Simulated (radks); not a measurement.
Charge is removed step by step from the 5p3/2 level of W2+, starting from [Kr] 4d10 4f14 5s2 5p(1/2: 2, 3/2: 4) 5d4. Calculated with a radial shooting solver on a logarithmic mesh with Libxc functionals: Dirac Kohn-Sham, BLYP, spin-unpolarised, spherical densities, finite nucleus; open shells fill j = l - 1/2 first; Fermi nuclear charge, rms radius 5.3658 fm.

removed (e)  E - E(0) (eV)  eigenvalue (eV)  E minus straight line (eV)
0                    0.000          -55.983                       0.000
0.1                  5.667          -57.356                      -0.638
0.2                 11.472          -58.744                      -1.138
0.3                 17.416          -60.147                      -1.499
0.4                 23.502          -61.564                      -1.718
0.5                 29.729          -62.995                      -1.795
0.6                 36.101          -64.439                      -1.729
0.7                 42.618          -65.895                      -1.517
0.8                 49.280          -67.363                      -1.159
0.9                 56.091          -68.843                      -0.654
1                   63.049          -70.334                       0.000

Removing the whole electron costs 63.049 eV by Delta-SCF, against 55.983 eV from minus the eigenvalue at the starting occupation. Slater's transition state (half an electron removed) gives 62.995 eV. Integrating minus the eigenvalue over the occupation (Janak's theorem) gives 63.049 eV. The mean slope of the eigenvalue, de/dn, is 14.4 eV per electron.
